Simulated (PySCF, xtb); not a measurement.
B(Me)(SH)2 (CH5BS2), SMILES CB(S)S. The values are those of a single conformer.

Harmonic wavenumbers (cm⁻¹) from GFN2-xTB (xtb) at its own minimum, in rising order: 19, 236, 243, 313, 330, 350, 503, 745, 785, 793, 853, 1014, 1079, 1399, 1479, 1482, 2405, 2409, 2992, 3020, 3033.

### Question
What does PBE0-D3(BJ)/def2-SVP (PySCF) give at its own minimum? (The exact figures need the calculation; the answer reports its results.)

### Answer
51, 256, 256, 353, 385, 408, 513, 793, 795, 821, 858, 1101, 1115, 1324, 1425, 1442, 2714, 2717, 3053, 3141, 3167. Paired by order, the mean absolute difference is 74 cm⁻¹ and the zero-point energies are 36.4 and 38.2 kcal/mol.
